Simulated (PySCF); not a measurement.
Substituent chemical shifts

Parent skeleton `[CH2:1]=[N:2][SiH2:3][C:4](=[CH2:5])[O:6][CH3:7]`; one hydrogen on atom 1 is replaced by X. Hydrogens on one atom are averaged.

Relativity neglected, a single conformation, gas phase, one averaged value for each set of equivalent atoms. Shieldings: GIAO PBE0/pcSseg-1; coordinates at the GFN2-xTB level; PySCF.

Shifts are taken against calculated references (same method and geometry level): TMS for 13C (186.93 ppm), 29Si (349.16 ppm), 1H (31.72 ppm); 15N (267.73 ppm) vs NH3; 17O (336.08 ppm) vs H2O.

Parent (X = H): C1 170.4, N2 424.7, Si3 -39.9, C4 172.6, C5 100.4, O6 129.7, C7 55.6, H(C1) 8.68, H(Si3) 5.20 ppm. Effects are Δδ = δ(X) − δ(H), positive for deshielding.

Problem. Order these by the shift of C1, most shielded first.
A. X = vinyl
B. X = CH2CN
C. X = COOH
D. X = CHO
E. X = CH2OH

Solution. C (-5.1 ppm), B (-1.4 ppm), D (+5.3 ppm), A (+8.1 ppm), E (+15.5 ppm).

Problem. Order these by the shift of C5, most shielded first.
A. X = CH2OH
B. X = N=CH2
C. X = CHO

Solution. A (-6.4 ppm), B (-2.2 ppm), C (-0.6 ppm).

Problem. Order these by the shift of Si3, most shielded first.
A. X = CH2OH
B. X = CHO
C. X = COOH
D. X = vinyl
E. X = CH2CN
F. X = N=CH2

Solution. F (-22.6 ppm), A (-13.1 ppm), D (-11.0 ppm), C (-8.2 ppm), E (-5.5 ppm), B (-1.6 ppm).

Experimental scales use liquid or dissolved standards, which lie at an offset from isolated NH3 (liquid NH3: subtract about 20 ppm) and H2O (liquid H2O: subtract about 36 ppm). Unscaled 15N shifts of sp2 nitrogen come out 20 to 40 ppm too high even then.
